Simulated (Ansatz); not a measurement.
Reaction (ligand exchange at the Si–C bond): `CC(C)[Si]N` + H₂S → `N[Si]S` + propane

Program: Ansatz. Geometries: PBE0-D4/def2-TZVP. ΔE: electronic, gas phase. CBS: MP2 limit from def2 TZ/QZ plus the TZ coupled-cluster correction, frozen cores. This one scheme is used for every species. DFT in def2-TZVPP. One conformer a species, not always the lowest.

CCSD(T)/CBS gives -119.9 kJ/mol.

Task: Another level gave -129.9 kJ/mol. Which?
A. CCSD(T)/def2-TZVPP
B. PBE/def2-TZVPP
C. SCS-MP2/def2-TZVPP
D. revPBE/def2-TZVPP

Result: B. PBE -129.9, SCS-MP2/def2-TZVPP -121.1, CCSD(T)/def2-TZVPP -117.0, revPBE -134.7 kJ/mol.

Largest T1 diagnostic among the species: 0.014.

Leaving LDA and LC-ωPBE aside and taking each functional with its dispersion term where it has one, the values, not all of them listed here, spread over 7.7 kJ/mol, from r2SCAN-D4 to revPBE-D4. LDA lies +11.5 kJ/mol from PBE without D4. In def2-TZVPP, CCSD(T) changes the Hartree–Fock value by +19.3 kJ/mol (the triples alone add +1.5 kJ/mol) and MP2 by +15.9 kJ/mol.
